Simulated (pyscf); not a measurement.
Optimised with ωB97X-D3(BJ)/def2-SVPD in PySCF.

**Question.** H₃C–CH(CH₃)–Cl + Br⁻ -> Cl⁻ + H₃C–CH(CH₃)–Br
Surface: singlet. Broken: C–Cl. Formed: Br–C. Give ΔE‡ and ΔE from ωB97M-D3(BJ)/def2-TZVPD, relative to the separated reactants.

**Answer.** ΔE‡ = 0.51 eV, ΔE = +0.40 eV. Zero-point energy shifts the barrier by -0.04 eV. It is a substitution at C, with an imaginary mode of 376i cm⁻¹. On the reactant side the descent ends in a bound adduct, 0.50 eV under the separated species and 1.05 eV under the saddle at ωB97X-D3(BJ)/def2-TZVPD. On the product side the descent ends in a bound adduct, 0.58 eV under the separated species and 0.77 eV under the saddle at ωB97X-D3(BJ)/def2-TZVPD. One saddle was located; it need not be the lowest between these sides. The angle at the attacked C is 157°. Elements up to Kr have no core potential and no relativistic terms here.
